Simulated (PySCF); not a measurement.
Mg(Br)(OH) (BrHMgO), SMILES [OH][Mg][Br].

Geometry: B3LYP-D3(BJ)/def2-TZVP. The values are those of a single conformer.

Calculation: PySCF with C-PCM-M06-2X/def2-SVP.

The values are the electrostatic part of the solvation free energy, E(continuum) − E(gas) at the gas-phase geometry, in a cavity of scaled van der Waals radii (PySCF's table); cavitation and dispersion terms are not included. A continuum can't describe solvent molecules that bind to the metal. In vacuum the orbital gap is 8.48 eV. The dipole moment in vacuum is 2.02 D.

Question: Estimate the values in water (ε = 78.36), N,N-dimethylformamide (ε = 37.22), toluene (ε = 2.37). (Estimate from the structure and the level; the computed values follow.)

Answer: 
```tsv
solvent	ε	ΔG(elec) (kcal/mol)	dipole (D)	gap (eV)
water	78.36	-13.3	2.80	9.11
N,N-dimethylformamide	37.22	-13.1	2.79	9.10
toluene	2.37	-7.4	2.44	8.82
```
